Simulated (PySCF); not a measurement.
F5Ta, SMILES [F][Ta-]([F])([F])([F])[F] (connectivity only; charge and spin as stated), charge -1, multiplicity 2. Atoms are numbered in the order given.

```xyz
6

Ta    -0.0183     0.0322    -0.0015
F     -0.2924     0.1731     1.9312
F      0.0538     0.3023    -1.9382
F      1.8224    -0.6059    -0.2039
F     -0.9800     1.7288    -0.0311
F     -0.4556    -1.8595     0.2540
```
Charge -1, spin multiplicity 2.

The structure is a stationary point at PBE-D3(BJ)/def2-SVPD. The multiplicity is an assumed one; other spin states were not compared. The def2 effective core potentials stand for the cores of Ta; spin–orbit coupling is left out.

Method: PBE/def2-SVPD in PySCF.

Mulliken values depend strongly on the basis, most of all with diffuse functions as here. ESP charges are fitted to the potential on shells at 1.4 to 2.0 van der Waals radii. Atomic charges (e):

| atom | Mulliken | ESP fit | Mulliken spin |
|---|---|---|---|
| Ta1 | 1.98 | 1.02 | 1.10 |
| F2 | -0.62 | -0.41 | -0.01 |
| F3 | -0.62 | -0.41 | -0.01 |
| F4 | -0.58 | -0.40 | -0.02 |
| F5 | -0.58 | -0.41 | -0.04 |
| F6 | -0.58 | -0.40 | -0.02 |
